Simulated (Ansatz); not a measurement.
Consider the redistribution: `COB(C)Br` + `C[N](C)[Mg][OH]` → `COB(O)Br` + `[CH3][Mg][N](C)C`.

Computed with Ansatz on PBE0-D4/def2-TZVP structures; ΔE is electronic, products minus reactants. CBS: MP2 limit from def2 TZ/QZ plus the TZ coupled-cluster correction, frozen cores. Functionals use def2-TZVPP. For Br, Mg outer-core shells are correlated without core-valence functions, which leaves a few kJ/mol of doubt a bond. Scalar relativity is left out up to krypton. One conformer a species, not always the lowest.

`COB(C)Br`:

Z-matrix (Å, degrees):
```
C
O 1 1.413
H 1 1.091 2 108.5
H 1 1.091 2 108.2 3 118.1
H 1 1.091 2 111.7 3 -121.0
B 2 1.336 1 127.9 3 115.8
Br 6 1.959 2 120.7 1 0.2
C 6 1.558 2 121.0 1 -179.7
H 8 1.094 6 110.6 2 -123.1
H 8 1.091 6 111.8 2 -1.4
H 8 1.094 6 110.4 2 119.8
```

`C[N](C)[Mg][OH]`:

```xyz
12

C    -0.267    1.070    1.084
N    -0.071   -0.017    0.161
C    -0.422   -1.270    0.774
Mg    0.555    0.177   -1.614
O     1.066    0.365   -3.297
H    -0.004    2.035    0.635
H     0.348    0.964    1.995
H    -1.314    1.150    1.423
H     0.186   -1.483    1.671
H    -0.279   -2.111    0.087
H    -1.476   -1.298    1.099
H     1.678    0.420   -4.018
```

`COB(O)Br`:

Cartesian coordinates in Å:
```
C 0.651 0.005 -1.316
O -0.486 0.271 -0.519
B -0.560 0.057 0.799
O -1.707 0.354 1.446
Br 0.952 -0.675 1.806
H 0.917 -1.054 -1.278
H 1.507 0.597 -0.986
H 0.396 0.277 -2.339
H -1.670 0.169 2.387
```

`[CH3][Mg][N](C)C`:

Cartesian coordinates in Å:
```
C -0.318 -2.838 1.426
Mg -0.111 -0.990 0.496
N 0.079 0.702 -0.354
C 1.327 1.260 -0.799
C -1.005 1.602 -0.640
H -0.477 -3.642 0.701
H -1.169 -2.849 2.114
H 0.570 -3.098 2.009
H 1.558 2.222 -0.309
H 2.167 0.588 -0.590
H 1.337 1.456 -1.886
H -0.885 2.580 -0.142
H -1.967 1.193 -0.307
H -1.105 1.814 -1.719
```

| level | ΔE (kJ/mol) | difference from CCSD(T)/CBS |
| --- | --- | --- |
| r2SCAN-D4 | 17.2 | -2.7 |
| r2SCANh-D4 | 17.0 | -2.9 |
| PBE | 11.2 | -8.7 |
| r2SCAN | 16.9 | -3.0 |
| PBE0 | 12.8 | -7.1 |
| CAM-B3LYP | 17.5 | -2.4 |
| MP2/def2-TZVPP | 21.5 | 1.6 |
| CCSD/def2-TZVPP | 16.9 | -3.0 |
| CCSD(T)/def2-TZVPP | 15.4 | -4.5 |
| MP2/def2-QZVPP | 24.6 | 4.7 |
| CCSD(T)/CBS | 19.9 | 0 |

Largest T1 diagnostic among the species: 0.011.

At CCSD(T), def2-SVP lies −3.9 kJ/mol from the extrapolated value and def2-TZVPP −4.5 kJ/mol. Leaving LDA and LC-ωPBE aside and taking each functional with its dispersion term where it has one, the values, not all of them listed here, spread over 8.1 kJ/mol, from B97M-V to ωB97X-V. LDA lies −4.9 kJ/mol from PBE without D4.
